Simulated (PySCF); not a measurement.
A run for PySCF: R-HF/3-21G on isopropylamine (SMILES CC(C)N), a point of a torsion scan.

```python
from pyscf import gto, scf, dft, mp
from pyscf.data.elements import chemcore

mol = gto.M(
    atom='''
    C    -0.63927809    1.25883312    0.21506931
    C    -0.04014724   -0.04998792   -0.31579864
    C    -0.91849774   -0.64682909   -1.41470616
    N     1.26423546    0.24545079   -0.89787772
    H    -0.14935168    2.09726121   -0.27281964
    H    -0.47391015    1.35618089    1.28644747
    H    -1.70704997    1.30754510    0.02813883
    H     0.02367830   -0.78313151    0.51068787
    H    -0.47985327   -1.56652941   -1.79688515
    H    -1.00329750    0.06135637   -2.23437129
    H    -1.91001709   -0.87147795   -1.03022393
    H     1.68912326   -0.59955157   -1.26482403
    H     1.88802747    0.62491263   -0.19330165
    ''',
    basis='3-21g',
    charge=0, spin=0, verbose=3, max_memory=1800)
mf = scf.RHF(mol)
mf.conv_tol = 1e-8
mf.max_cycle = 100
mf.kernel()
if not mf.converged:
    mf = mf.newton().run(mf.mo_coeff, mf.mo_occ)
```

The log:

```
converged SCF energy = -172.321354425896
```

Self-consistency was reached.

Cost: roughly 0.15 core-seconds.
